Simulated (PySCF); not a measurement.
SMILES CB(C)C#C[SiH2]Cl (GFN2-xTB optimised geometry):

```
15

Si    -2.864    -0.051     0.000
Cl    -3.506     1.873     0.000
C     -1.020    -0.051     0.000
C      0.195    -0.036    -0.003
B      1.705    -0.012    -0.007
C      2.493    -1.141     0.762
C      2.451     1.141    -0.782
H     -3.342    -0.700    -1.219
H     -3.363    -0.696     1.213
H      3.506    -0.851     1.032
H      1.981    -1.484     1.658
H      2.578    -2.009     0.108
H      3.469     0.883    -1.065
H      2.517     2.009    -0.124
H      1.918     1.474    -1.670
```

Computed with PySCF with B3LYP/def2-TZVP.

Task: What are the frontier orbital energies and the dipole moment?

Result: HOMO-2 -8.87 eV, HOMO-1 -8.27 eV, HOMO -7.69 eV, LUMO -2.11 eV, LUMO+1 -0.57 eV; dipole moment 1.36 D.

On the same geometry PySCF with PBE/def2-TZVP gives HOMO-2 -7.75 eV, HOMO-1 -7.34 eV, HOMO -6.72 eV, LUMO -2.84 eV, LUMO+1 -1.29 eV; dipole moment 1.33 D.

Meta-Löwdin charges at B3LYP/def2-TZVP: Si1 0.74, Cl2 -0.29, C3 -0.29, C4 -0.07, B5 0.23, C6 -0.45, C7 -0.45, H8 -0.10, H9 -0.10, H10 0.12, H11 0.13, H12 0.14, H13 0.12, H14 0.14, H15 0.13.
